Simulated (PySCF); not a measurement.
Ga(H)(Me)(OMe) (C₂H₇GaO), SMILES C[O][GaH][CH3].

The structure is a stationary point at r2SCAN-D4/def2-SVP. The structure was generated by enumeration; whether it is a known compound was not checked. The values are those of a single conformer.

Computed with PySCF with PBE/def2-TZVP.

Computed frontier levels, gap, dipole moment and polarisability:
- highest occupied level = -6.18 eV
- lowest empty level = -1.52 eV
- orbital gap = 4.65 eV
- dipole moment = 0.87 D
- quadrupole, principal values (traceless, Buckingham form, about the centre of nuclear charge) = -5.16, 2.35, 2.82 D·Å
- mean static polarisability = 60.6 bohr³ (8.98 Å³)
- polarisability, principal values = 46.5, 57.5, 77.8 bohr³
